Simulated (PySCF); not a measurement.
A structure optimised at PBE-D3(BJ)/def2-TZVPD, used in a PySCF frequency run:

```
Si
N 1 1.5783
H 1 1.5041 2 180.00
```
Charge 0, spin multiplicity 1.

Question: Write its SMILES, formula and point group.

Answer: N#[SiH], HNSi, C∞v

Question: What are its rotational constants (standard atomic weights)?

Answer: 18.488 GHz (linear rotor, B only)
